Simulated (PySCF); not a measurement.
How methods differ on the excitation energy of Kr²⁺

Kr²⁺ [Ar] 3d10 4s2 4p4 (3P) → Kr²⁺ [Ar] 3d10 4s1 4p4 4d1 (high-spin determinant), as a difference of total energies. Computed with PySCF 2.14 in aug-cc-pVQZ-PP with ECP10MDF (7s6p5d3f2g, 89 functions), with scalar relativity through the core potential. Correlated levels: valence: 3s2 3p6 3d10 frozen. The calculations carry no spin-orbit coupling.

| method | excitation energy (eV) |
| --- | --- |
| UHF | 30.524 |
| LDA | 31.681 |
| PBE | 31.067 |
| PBE0 | 31.175 |
| r2SCAN | 31.170 |
| TPSSh | 31.046 |
| CAM-B3LYP | 31.784 |
| B97-3 | 31.549 |
| revPBE | 30.841 |
| MP2 (valence) | 30.927 |
| SCS-MP2 (valence) | 31.104 |

**Question.** How much does correlation contribute at MP2 (valence)?

**Answer.** 30.927 − (30.524) = 0.403 eV, measured against UHF.

The promoted electron is Rydberg-like, and one or two diffuse shells describe it only roughly, which tends to raise the upper state.

The determinant of the upper state mixes LS terms, which raises its energy above the lowest term, most at the Hartree-Fock and MP2 levels.
